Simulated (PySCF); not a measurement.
Polarisability and C₆ of Ca²⁺ (calcium, charge +2)

[Ar], closed-shell 1S. Computed with PySCF 2.14 in aug-cc-pwCVTZ-X2C with one added diffuse shell each of s, p, d, f type (10s9p7d4f, 100 functions), with scalar relativity by spin-free X2C-1e. Coupled (time-dependent) response in atomic units; α is the mean over directions.

| method | mean α (bohr³) | C₆ (like pair) | S(−4) |
| --- | --- | --- | --- |
| B3LYP | 3.296 | 10.85 | 2.012 |

S(−4) is the Cauchy moment in α(ω) = α(0) + S(−4) ω² + …

α(iu) at B3LYP:

```csv
u (hartree),α(iu) (bohr³)
0,3.296
0.0500,3.291
0.100,3.276
0.200,3.218
0.300,3.125
0.500,2.864
0.750,2.468
1.00,2.075
1.50,1.441
2.00,1.023
3.00,0.5760
5.00,0.2572
```

For an ion, C₆ is the dispersion term alone; charge-induced terms of lower order in 1/R come first.
